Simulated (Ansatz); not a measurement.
C₆H₁₅B, charge +1, doublet, geometry from GFN2-xTB (a state made from the parent by changing its charge; the spin is typed, not shown lowest); MP2/STO-3G run with Ansatz (a first-principles code).

Input for Ansatz:
Ansatz 0.2 input:
```yaml
crystal:
  periodic: [false, false, false]
  atoms:
    - {symbol: B, position_ang: [0.11256301, 0.06139694, 0.21606219]}
    - {symbol: C, position_ang: [1.29233574, 0.21635566, -0.79361333]}
    - {symbol: C, position_ang: [1.14477635, -0.11608203, -2.26907521]}
    - {symbol: H, position_ang: [2.11511570, -0.39116848, -0.39311196]}
    - {symbol: H, position_ang: [1.60607612, 1.26597925, -0.71179784]}
    - {symbol: H, position_ang: [0.39833727, 0.51990195, -2.74100211]}
    - {symbol: H, position_ang: [0.88172559, -1.16240249, -2.40701815]}
    - {symbol: H, position_ang: [2.08163416, 0.05293703, -2.80017489]}
    - {symbol: C, position_ang: [-1.37494665, -0.14128045, -0.40437707]}
    - {symbol: C, position_ang: [-1.98092608, 1.20920454, -0.71509432]}
    - {symbol: H, position_ang: [-1.99722677, -0.67767424, 0.31078748]}
    - {symbol: H, position_ang: [-1.26284265, -0.72681411, -1.31882213]}
    - {symbol: H, position_ang: [-1.38673215, 1.77778064, -1.42665577]}
    - {symbol: H, position_ang: [-2.14414923, 1.80373669, 0.18060018]}
    - {symbol: H, position_ang: [-2.96059630, 1.04031282, -1.17233270]}
    - {symbol: C, position_ang: [0.19314485, 0.07571116, 1.77896757]}
    - {symbol: C, position_ang: [0.65972586, -1.27225192, 2.33435087]}
    - {symbol: H, position_ang: [-0.73224413, 0.34717107, 2.28972888]}
    - {symbol: H, position_ang: [0.92728942, 0.84264496, 2.06038551]}
    - {symbol: H, position_ang: [1.60581281, -1.57996060, 1.89767583]}
    - {symbol: H, position_ang: [-0.07376068, -2.05550378, 2.14986550]}
    - {symbol: H, position_ang: [0.77408522, -1.19386725, 3.41461008]}
basis:
  gaussian:
    orbitals: STO-3G
total_charge: 1
magnetization: {spin_polarized: true, initial_magnetization: 1}
correlation: {method: mp2}
```

The log (banner, timings and long lists left out):

```
Functional definition: HF
700 factors; integrals over basis functions are off by at most 1.0e-4 eV
mean field evaluation 1: about -6998.9935 eV, gradient 1.3e1 eV
mean field evaluation 2: about -6999.3821 eV, gradient 1.3e1 eV
mean field evaluation 4: about -7000.9929 eV, gradient 1.4e0 eV
mean field evaluation 8: about -7001.0275 eV, gradient 4.1e-3 eV
mean field -7001.02749551 eV, -257.2830149929 hartree, gradient 2.4e-6 eV, S^2 0.757700; 2 other end points of the search recorded, 0 dependent functions left out
7 core orbitals not correlated
reference -7001.02749551 eV, -257.2830149929 hartree; 21, 20 occupied and 22, 23 virtual orbitals, 700 factors
second order -9.40297886 eV of doubles, -0.00000000 eV of singles
Total energy: -7010.43047437 eV, -257.6285680927 hartree
```
